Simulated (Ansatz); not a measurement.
Stepwise reaction of `C[CH](C)[Sn][CH](C)C` with water, as a gas-phase model of exchange steps in deposition or etching. ΔE in kJ/mol.

Program: Ansatz. Geometries: PBE0-D4/def2-TZVP. ΔE: electronic, gas phase. CBS: MP2 limit from def2 TZ/QZ plus the TZ coupled-cluster correction, frozen cores. This one scheme is used for every species. Functionals use def2-TZVPP. B3LYP here is the variant with VWN-RPA as its local correlation; programs differ in this. def2 core potentials past Kr. For Sn outer-core shells are correlated without core-valence functions, which leaves a few kJ/mol of doubt a bond. One conformer a species, not always the lowest.

| step | reaction | PBE-D4 | B3LYP-D4 | ωB97M-V | CCSD(T)/CBS |
| --- | --- | --- | --- | --- | --- |
| 2 | `C[CH](C)[Sn][OH]` + H₂O → `[OH][Sn][OH]` + `CCC` | -118.5 | -123.4 | -123.0 | -117.3 |

Give the row of step 1, `C[CH](C)[Sn][CH](C)C` + H₂O → `C[CH](C)[Sn][OH]` + `CCC`. (Estimate.)

Computed: 
```
step                                                   reaction  PBE-D4  B3LYP-D4  ωB97M-V  CCSD(T)/CBS
   1  `C[CH](C)[Sn][CH](C)C` + H₂O → `C[CH](C)[Sn][OH]` + `CCC`  -112.3    -115.6   -113.1       -102.9
```

By hand: ΔE of the 2 steps together at CCSD(T)/CBS.

(-102.9) + (-117.3) = -220.2 kJ/mol, or -110.1 kJ/mol a step.

In ΔE each step is lower than the one before. All are downhill at CCSD(T)/CBS. PBE-D4 differs from CCSD(T)/CBS by -9.4 to -1.2 kJ/mol a step. Isolated molecules leave out the surface, adducts and barriers. Largest T1 diagnostic: 0.018.
